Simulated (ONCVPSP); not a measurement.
# An all-electron radial function and its pseudo partner (P (Z = 15))

Columns: radius, all-electron u(r) and pseudo u(r) of the 3s shell (level -13.97 eV) of phosphorus in the configuration [Ne] 3s2 3p3; PBE, scalar-relativistic, ONCV scheme, ONCVPSP 4.0.1.

```csv
r (bohr),all-electron,pseudo
0.103,0.1097,0.0378
0.205,-0.1987,0.0802
0.308,-0.3616,0.1298
0.410,-0.3519,0.1835
0.513,-0.2341,0.2382
0.615,-0.0683,0.2908
0.718,0.1103,0.3438
0.820,0.2765,0.4011
0.923,0.4224,0.4678
1.025,0.5411,0.5425
1.128,0.6351,0.6205
1.230,0.7043,0.6905
1.332,0.7518,0.7445
1.435,0.7803,0.7781
1.538,0.7923,0.7920
1.640,0.7907,0.7907
1.743,0.7784,0.7784
1.845,0.7578,0.7578
1.948,0.7308,0.7308
2.050,0.6995,0.6995
2.153,0.6649,0.6649
2.255,0.6289,0.6288
2.358,0.5915,0.5915
2.460,0.5545,0.5545
2.562,0.5179,0.5179
2.665,0.4819,0.4819
```

(1) How many radial nodes do the two functions have?

(2) At about which radius was the pseudo-wave matched?

(3) Where does each function peak?

(4) Is the pseudo-wave norm-conserving?

## Answers

(1) The all-electron 3s function has n − l − 1 = 2; the pseudo-wave has 0, since the states of the same l below it are removed with the core.

(2) 1.65 bohr. The columns agree to 0.0005 from 1.54 bohr on; several derivatives are matched, so the curves merge somewhat inside the radius.

(3) Outermost all-electron maximum near 1.54 bohr, pseudo maximum near 1.54 bohr (to the table’s step).

(4) Yes: the ONCV scheme keeps the norm inside the radius equal to the all-electron one, which fixes the energy derivative of the logarithmic derivative at the level.
